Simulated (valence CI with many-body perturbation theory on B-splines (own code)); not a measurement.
# Ar10+ in brief

Computed by valence CI with perturbative core correlation (CI+MBPT): six valence electrons over a frozen Dirac-Fock core [He], a basis of 9 s, 9 p, 8 d, 6 f, 3 g, 1 h functions for each j, with the one-electron correlation potential Σ1, the two-electron term Σ2, the three-electron term Σ3, Breit, model QED; selected CI, second order for the rest, scaled by the run's own slope (own B-spline code, finite nucleus).

No measured levels were compared; by estimate levels of excited configurations hold to 0.05 to 0.15 % of their energy, terms of the ground configuration to about 0.5 %. Among the levels kept, up to 3000 cm⁻¹ of a level comes from second order outside the variational space, and about a tenth of that is noise between levels of different J, which matters for small intervals.

Rates and lifetimes use the calculated energies. Strong lines usually hold to 10 to 20 %, long lifetimes can be off by a factor of two.

What is the ground level?

2s2 2p4 3P_2, composition 98 % 2s2 2p4 3P + 2 % 2s2 2p4 1D, g = 1.492.

Where does the other parity begin?

At 2s 2p5 3P°_2, 65.69 eV.

Among levels below 356.65 eV, which E1 lines absorb most strongly from the ground level?

to 2s2 2p3 3d 3D°_3 at 3.537 nm, f = 0.225; to 2s 2p5 3P°_2 at 18.87 nm, f = 0.0845; to 2s2 2p3 3s 3D°_3 at 3.862 nm, f = 0.0553.

How well does LS coupling describe the low levels?

Among the lowest 20 levels the leading LS term, summed over configurations, holds 98 % on average. For single configurations the figures are 97 % in LS and 70 % in jj coupling. Terms mix most in the J = 2 level at 322.89 eV, where the leading one holds 94 %.

What is the ionisation energy?

539.87 eV; NIST lists 540.4 ± 0.6 eV (semi-empirical).

How is the term 3P of the ground level split?

J = 2 at 0.00, J = 1 at 1.79, J = 0 at 2.27 eV.

What are the static dipole polarisabilities of the lowest levels?

2s2 2p4 3P_2 0.0397 (tensor 0.0088); 2s2 2p4 3P_1 0.0401 (tensor -0.0045); 2s2 2p4 3P_0 0.0399; 2s2 2p4 1D_2 0.0367 (tensor -0.014) bohr³, of which the core gives 9.14e-05.
